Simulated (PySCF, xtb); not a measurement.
MgO, SMILES [O]=[Mg].

Harmonic wavenumbers (cm⁻¹) from xtb with GFN2-xTB at its own minimum, in rising order: 855.

Q: What does r2SCAN-D4/def2-TZVPD run with PySCF give at its own minimum? (The exact figures need the calculation; the answer reports its results.)

A: 831. Paired by order, the mean absolute difference is 23 cm⁻¹ and the zero-point energies are 1.2 and 1.2 kcal/mol.
